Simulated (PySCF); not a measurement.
Energy of Eu²⁺ (europium, charge +2) between two integer charges

The 4f alpha orbital of [Xe] 4f7 is emptied in steps (occupation f), with all orbitals relaxed, ending at [Xe] 4f6. Computed with PySCF 2.14 in def2-SVP with the def2 core potential (28 electrons), with a scalar-relativistic core potential. The exact energy is a straight line in f; departures are measured from the line between the end points of the same method.

**Question.** Among PBE0, r2SCAN, LC-wPBE, which shows the largest delocalisation error (convex curve), and which is closest to linear?

**Answer.** Most convex: r2SCAN (-1.931 eV at f = 0.4); closest to linear: LC-wPBE (-0.746 eV).

```csv
f,PBE0 (eV),r2SCAN (eV),LC-wPBE (eV)
1,0.000,0.000,0.000
0.8,-0.833,-1.272,-0.481
0.6,-1.259,-1.919,-0.734
0.4,-1.269,-1.931,-0.746
0.2,-0.852,-1.296,-0.505
0,0.000,0.000,0.000
```

```csv
method,E(f=0) − E(f=1) (eV),−ε at f=1 (eV),−ε at f=0.4 (eV)
PBE0,25.712,20.549,26.721
r2SCAN,25.564,17.666,27.113
LC-wPBE,25.935,22.977,26.497
```

Reference removal energy between the ground levels: 24.84 ± 0.03 eV (semi-empirical (NIST evaluation); NIST Atomic Spectra Database, ionization energies). The calculation has no spin-orbit coupling. The determinant left behind need not be the lowest term of the ion.
